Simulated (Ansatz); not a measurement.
Geometry optimisation, RKS B3LYP-D4/def2-SVP in Ansatz.

The input (input.yaml):

```yaml
crystal:
  periodic: [false, false, false]
  atoms:
    - { symbol: C, position_ang: [-1.3251, 1.1721, -0.7985] }
    - { symbol: Al, position_ang: [0.2314, 0.0473, -0.9264] }
    - { symbol: Sn, position_ang: [1.0946, -1.1681, 1.2255] }
    - { symbol: H, position_ang: [-1.0304, 2.2593, -1.1204] }
    - { symbol: H, position_ang: [-1.7449, 1.2192, 0.2167] }
    - { symbol: H, position_ang: [-2.1639, 0.8404, -1.484] }
    - { symbol: H, position_ang: [1.009, -0.1444, -2.319] }
    - { symbol: H, position_ang: [1.135, -2.8848, 0.9808] }
    - { symbol: H, position_ang: [0.1067, -0.7395, 2.6397] }
    - { symbol: H, position_ang: [2.7707, -0.6527, 1.5885] }
basis:
  gaussian: { orbitals: def2-SVP }
hamiltonian:
  xc: b3lyp
  dispersion: d4
relax:
  f_tol: 0.02
  max_steps: 50
output:
  orbitals: {}
```

Run as:

```bash
$ ansatz run input.yaml --threads 2 --pin off --max-ram 3072MiB --backend cpu --events-out ev --progress --plain --runs-dir out
```

Q: Where does it end, and by what steps?

A: The run converged. After 5 steps the energy has fallen by 0.165 eV; H9 moved furthest, 0.18 Å.

| step | energy less start (eV) | largest force component (eV/Å) | accepted |
| --- | --- | --- | --- |
| 0 | 0.0000 | 1.581 | yes |
| 1 | -0.1197 | 0.626 | yes |
| 2 | -0.1621 | 0.230 | yes |
| 3 | -0.1643 | 0.055 | yes |
| 4 | -0.1652 | 0.028 | yes |
| 5 | -0.1652 | 0.009 | yes |

```xyz
10
Properties=species:S:1:pos:R:3
C -1.365 1.236 -0.843
Al 0.212 0.073 -0.918
Sn 1.150 -1.179 1.249
H -1.099 2.260 -1.164
H -1.823 1.302 0.156
H -2.136 0.884 -1.551
H 0.961 -0.133 -2.307
H 1.181 -2.898 1.073
H 0.227 -0.867 2.676
H 2.775 -0.729 1.631
```

The run took 13 s on 2 threads of Arm Neoverse V2, on a shared host, peak memory 0.2 GiB.
